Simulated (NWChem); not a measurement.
System: BaCl, doublet; SMILES [Cl][Ba]

Input file for NWChem:

```
start job
memory heap 200 mb stack 900 mb global 1100 mb
geometry units angstroms noautosym nocenter noautoz
  Ba     0.000000     0.000000    -0.692942
  Cl     0.000000     0.000000     2.036238
end
basis spherical
  * library def2-svpd
end
ecp
  Ba library def2-ecp
end
dft
  odft
  mult 2
  xc xpbe96 cpbe96
  iterations 150
end
tddft
  cis
  nroots 8
end
task tddft energy
```

Structure relaxed at the PBE0/def2-SVP, spin-unrestricted level. The spin multiplicity was typed, not searched, and may not be the lowest. No stability test was run on the SCF state. def2 effective core potentials on Ba; no spin-orbit coupling.

Vertical excitations in the gas phase. Excited states of an open shell can be spin-contaminated.

### Question
Predict the main results of this run. (PBE/def2-SVPD with def2 effective core potentials on Ba, spin-unrestricted, TDA.) Quantities: lowest excitation (eV); oscillator strength of that lowest state; lowest state with f > 0.02 (eV); oscillator strength of that bright state; lowest empty minus highest occupied level, either spin (eV).

### Answer
The lowest excitation (eV) comes out as 0.91. The oscillator strength of that lowest state comes out as 0.000, the lowest state with f > 0.02 (eV) comes out as 1.28 and the oscillator strength of that bright state is 0.092. The lowest empty minus highest occupied level, either spin (eV) is 0.79.
